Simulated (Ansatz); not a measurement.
Relaxation of H6O2SSi2 (11 atoms, charge 0, multiplicity 1), to a largest force component of 0.015 eV/Å in at most 40 steps.

Method: Ansatz 0.2.0, RKS PBE/def2-SVP.

```xyz
11
Properties=species:S:1:pos:R:3
O -1.444 1.684 1.589
Si -1.320 0.203 0.958
O 0.046 0.149 0.069
Si 0.964 -0.950 -0.838
S 2.719 -0.065 -1.489
H -0.670 2.252 1.644
H -1.217 -0.760 2.076
H -2.430 -0.092 0.081
H 0.090 -1.293 -1.987
H 1.189 -2.169 -0.008
H 2.140 0.983 -2.074
```

**Question.** Where does it end, and by what steps?

**Answer.** The forces met the threshold. After 23 steps the energy has fallen by 0.455 eV; S5 moved furthest, 1.30 Å.

```tsv
step	energy less start (eV)	largest force component (eV/Å)	accepted
0	0.0000	1.873	yes
1	-0.2176	0.932	yes
2	-0.2695	0.469	yes
3	-0.3020	0.590	yes
4	-0.3354	0.179	yes
5	-0.3483	0.132	yes
6	-0.3230	0.782	no
7	-0.3478	0.286	no
8	-0.3522	0.029	yes
9	-0.3567	0.145	yes
10	-0.3613	0.251	yes
11	-0.3684	0.198	yes
12	-0.3792	0.310	yes
13	-0.3906	0.371	yes
14	-0.4004	0.558	yes
15	-0.4117	0.439	yes
16	-0.4321	0.223	yes
17	-0.4415	0.245	yes
18	-0.4451	0.206	yes
19	-0.4498	0.147	yes
20	-0.4530	0.112	yes
21	-0.4544	0.054	yes
22	-0.4548	0.029	yes
23	-0.4549	0.008	yes
```

```xyz
11
Properties=species:S:1:pos:R:3
O -0.726 1.715 0.972
Si -1.393 0.185 0.925
O -0.768 -0.696 -0.378
Si 0.777 -1.072 -0.882
S 2.163 0.568 -0.501
H 0.252 1.703 0.916
H -1.106 -0.608 2.172
H -2.859 0.354 0.703
H 0.725 -1.373 -2.346
H 1.363 -2.207 -0.095
H 1.635 1.373 -1.467
```

Whether the end is a true minimum wasn't checked by a vibrational analysis.

Time of the run: 57 s on 2 threads of Arm Neoverse V1, on a shared host, peak memory 0.15 GiB.
